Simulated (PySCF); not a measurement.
Atom-mapped SMILES (the numbers label the heavy atoms): `[F:1][C:2]1=[C:3]([O:4][CH:5]([F:6])[F:7])[O:8][CH2:9][C@H:10]1[F:11]`. Each H is labelled by its parent atom. Ha(C9) is cis to F11 on the ring; Hb(C9) is trans to F11 on the ring.

Calculated, not measured (PySCF 2.14.0 with density-fitted response routines): geometry from PBE0-D3(BJ)/def2-SVP, GIAO PBE0/pcSseg-1 shieldings. Single conformer, non-relativistic Hamiltonian, in vacuum.

Referencing at the same level of theory: 13C (184.41 ppm), 1H (31.27 ppm) vs TMS; CFCl3 for 19F (177.25 ppm); 17O (334.56 ppm) against H2O.

```
 atoms  nucleus  count  δ (ppm)
    C2      13C      1    129.3
    O8      17O      1     91.2
    C5      13C      1    118.2
Hb(C9)       1H      1     4.05
    F6      19F      1   -110.4
    C9      13C      1     73.5
H(C10)       1H      1        ?
   C10      13C      1     90.4
   F11      19F      1        ?
    F1      19F      1        ?
    O4      17O      1        ?
Ha(C9)       1H      1     4.37
    C3      13C      1    151.3
 H(C5)       1H      1        ?
    F7      19F      1    -93.3
```

**Question.** Fill in the missing shifts.

**Answer.** 
- H(C5): 6.58 ppm, hydrogen on an sp3 CH bonded to 2 F and O; its carbon carries F and O, which withdraws density
- H(C10): 5.48 ppm, hydrogen on an allylic sp3 CH bonded to F; its carbon carries F, an electronegative neighbour
- F11: -171.2 ppm, fluorine on an sp3 carbon
- F1: -207.9 ppm, vinylic fluorine
- O4: 164.6 ppm, ether oxygen

Shifts are as computed. Against solution values, carbons near 30 ppm lie about +2 ppm off and those near 130 ppm about +5 ppm. Of 1313 compounds with measured shifts, 239 miss one by over three times the rms of a fit or turn the order of signals round; such compounds aren't used in these exercises. Unscaled 19F shifts against computed CFCl3 carry errors that often reach 10 to 50 ppm. Experimental scales use liquid or dissolved standards, which lie at an offset from isolated H2O (liquid H2O: subtract about 36 ppm).
